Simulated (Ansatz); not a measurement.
How basis sets differ on CH4ClGa (SMILES [CH3][GaH][Cl])

CH4ClGa has 7 atoms, charge 0, and is taken as a singlet. As SMILES, `[CH3][GaH][Cl]`. Geometry: relaxed at PBE0-D4/def2-TZVP.

Each level gives the HOMO–LUMO gap (eV). The values are calculated.

| level | kind | program | value (eV) |
| --- | --- | --- | --- |
| HF/STO-3G | Hartree–Fock | Ansatz | 12.56 |
| HF/3-21G | Hartree–Fock | Ansatz | 12.46 |
| HF/def2-SVP | Hartree–Fock | Ansatz | 12.70 |
| HF/def2-TZVP | Hartree–Fock | Ansatz | 12.62 |

All-electron rows without a relativistic Hamiltonian named are non-relativistic. The values span 12.46 to 12.70 eV. A Hartree–Fock LUMO above zero doesn't converge with the basis: it sinks as sets grow more diffuse. Orbital gaps aren't excitation energies.
